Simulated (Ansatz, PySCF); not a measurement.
Gas-phase reaction (SMILES): Cl[SiH](Cl)C[Si](Cl)(Cl)Cl + Cl (HCl) → Cl[SiH](Cl)Cl + C[Si](Cl)(Cl)Cl; hydrogen chloride cleaves one Si-C bond, a model of a ligand-exchange step.

Each molecule is optimised on its own at B3LYP-D3(BJ)/def2-TZVP (Ansatz, a first-principles code), one conformer each, not searched for the lowest. Valence correlation only, unless marked. No spin-orbit coupling. Non-relativistic. CBS(X,Y): correlation extrapolated as X^-3; Hartree-Fock from the larger set. [CCSD(T)-MP2]/basis is that difference in the basis named. Thermal terms are rigid-rotor harmonic-oscillator values from B3LYP-D3(BJ) frequencies (Ansatz or PySCF) at 298.15 K and 1 atm. 1 Eh = 627.5095 kcal/mol.

```csv
species,"E, RI-MP2/CBS(aug-cc-pV(T+d)Z,aug-cc-pV(Q+d)Z)+[CCSD(T)-MP2]/aug-cc-pV(T+d)Z (Ansatz) (Eh)","E, PBE0-D4/def2-TZVPD (Ansatz + dftd4) (Eh)",H - E (Eh)
Cl[SiH](Cl)C[Si](Cl)(Cl)Cl,-2917.18998,-2919.27770,0.05823
Cl (HCl),-460.37874,-460.66608,0.01000
Cl[SiH](Cl)Cl,-1669.15862,-1670.33564,0.02027
C[Si](Cl)(Cl)Cl,-1708.44181,-1709.63955,0.05054
```

**Question.** Work out ΔE and ΔH at 298.15 K at the first level, then ΔH at the second.

**Answer.** 
1. ΔE = [(-1669.15862) + (-1708.44181)] - [(-2917.18998) + (-460.37874)] = -0.03171 Eh = -19.9 kcal/mol at RI-MP2/CBS(aug-cc-pV(T+d)Z,aug-cc-pV(Q+d)Z)+[CCSD(T)-MP2]/aug-cc-pV(T+d)Z.
2. The terms H - E add up to 0.00258 Eh, so ΔH = (-0.03171 + (0.00258))×627.5095 = -18.3 kcal/mol.
3. At PBE0-D4/def2-TZVPD the same steps give ΔE = -19.7 and ΔH = -18.1 kcal/mol, a shift of +0.2 from the first level.
4. These values are not checked against measurement here, since the tables used lack a sound gas-phase enthalpy of formation for at least one species.
